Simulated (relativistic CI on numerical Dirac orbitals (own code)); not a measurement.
Calculated at this level of theory: Dirac-Coulomb-Breit CI, separate exchange-only KLI orbitals for each configuration, model QED (radiative potential, 1s self-energy scaled to tabulated hydrogen-like ionisation energies), unscaled Slater integrals (own radial code, finite nucleus).

The strongest absorption lines from the ground level of an ion, among the configurations computed and to levels below about 2040 eV (vacuum wavelength in Å, gf): 7.9137 (0.54), 7.9475 (3.1), 7.9550 (2), 7.9710 (0.89), 8.0217 (0.97), 8.1244 (0.78), 8.1663 (1.4), 8.1826 (0.7).

Problem. Which ion is it?
A. Cu²⁰⁺
B. As²⁶⁺
C. As²⁴⁺
D. As²²⁺

Solution. C. As²⁴⁺ has 9 electrons and the ground level 2s²2p⁵ ²P°3/2; the strongest line goes to 2s²2p⁴3d ²D5/2. The pattern of lines fixes the number of electrons, and along that sequence the line energies rise steadily with the charge (about as its square where n changes within one kind of shell, about linearly where n is kept but much faster in heavy ions where fine structure, which grows about as Z⁴, sets the gap, and irregularly where shells cross), which fixes Z. Configurations outside the model, such as inner-shell arrays, can give stronger lines. At this charge energies of transitions that change n are usually good to better than 1 %, and those within a shell (Δn = 0) to a few per cent.

LS names give the leading component of a level, which can be under half, so a name can repeat, a term be missing and a line seem to break the LS rules.
